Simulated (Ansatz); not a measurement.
Reactions of CH8FGeNOSi (`C[N]([GeH3])[SiH](O)F`).

Computed with Ansatz on PBE0-D4/def2-TZVP structures; ΔE is electronic, products minus reactants. CCSD(T)/CBS adds triple-zeta CCSD(T) − MP2 to the extrapolated MP2 energy (def2 sets, frozen cores). This one scheme is used for every species. Elements past krypton have def2 core potentials. For Ge, Te outer-core shells are correlated without core-valence functions, which leaves a few kJ/mol of doubt a bond. Scalar relativity is left out up to krypton. Each species was taken in one conformer, which may not be the lowest.

Order these by ΔE at CCSD(T)/CBS, lowest first. (Estimate.)
A. `C[N]([GeH3])[SiH](O)F` + CH₃SH → `CS[SiH](O)F` + `C[NH][GeH3]`
B. `C[N]([GeH3])[SiH](O)F` + `C[SiH](O)O` → `C[Si@H](O)O[Si@@H](O)F` + `C[NH][GeH3]`
C. `C[N]([GeH3])[SiH](O)F` + H₂ → `O[SiH2]F` + `C[NH][GeH3]`
D. `C[N]([GeH3])[SiH](O)F` + `C[SiH](N)O` → `C[Si@H](O)N[Si@@H](O)F` + `C[NH][GeH3]`
E. `C[N]([GeH3])[SiH](O)F` + H₂Te → `O[SiH](F)[TeH]` + `C[NH][GeH3]`
F. `C[N]([GeH3])[SiH](O)F` + `S[S][GeH3]` → `CS[S][GeH3]` + `O[SiH](F)[NH][GeH3]`

B (-13.5 kcal/mol), F (-10.7 kcal/mol), D (-0.8 kcal/mol), A (+5.3 kcal/mol), E (+7.3 kcal/mol), C (+17.0 kcal/mol).

Largest T1 diagnostic: 0.012, for `CS[S][GeH3]`.
